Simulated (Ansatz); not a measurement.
One change: `C=C[SiH](O)F` becomes `C=C[SiH](O)Cl`.

Ansatz, PBE0-D4/def2-TZVP geometries, multiplicity 1. Each molecule was computed in one conformer, which needn't be the lowest.

```tsv
property	`C=C[SiH](O)F`
LUMO energy (PBE/def2-TZVPP) / eV	-1.85
ideal-gas entropy at 298 K and 1 bar (rigid rotor, harmonic PBE0-D4/def2-TZVP) / J/(mol·K)	334
HOMO–LUMO gap (B3LYP/def2-TZVPP) / eV	7.08
HOMO energy (PBE/def2-TZVPP) / eV	-7.26
zero-point energy (PBE0-D4/def2-TZVP) / kJ/mol	180.9
size of the dipole moment (ωB97M-V/def2-TZVPP) / D	2.21
```

Q: What does the change do to each property? (Estimate.)

A: Computed: 
```
                                                                                  property  `C=C[SiH](O)Cl`  shift
                                                         LUMO energy (PBE/def2-TZVPP) / eV            -1.84   0.01
ideal-gas entropy at 298 K and 1 bar (rigid rotor, harmonic PBE0-D4/def2-TZVP) / J/(mol·K)              347     13
                                                     HOMO–LUMO gap (B3LYP/def2-TZVPP) / eV             7.05  -0.03
                                                         HOMO energy (PBE/def2-TZVPP) / eV            -7.21   0.05
                                            zero-point energy (PBE0-D4/def2-TZVP) / kJ/mol            177.5   -3.4
                                        size of the dipole moment (ωB97M-V/def2-TZVPP) / D             2.05  -0.16
```

Dipoles are sizes alone; their direction can turn.

B3LYP here is the variant with VWN-RPA as its local correlation; programs differ in this.

Positive LUMOs are unbound, so they and the gaps depend on the basis.
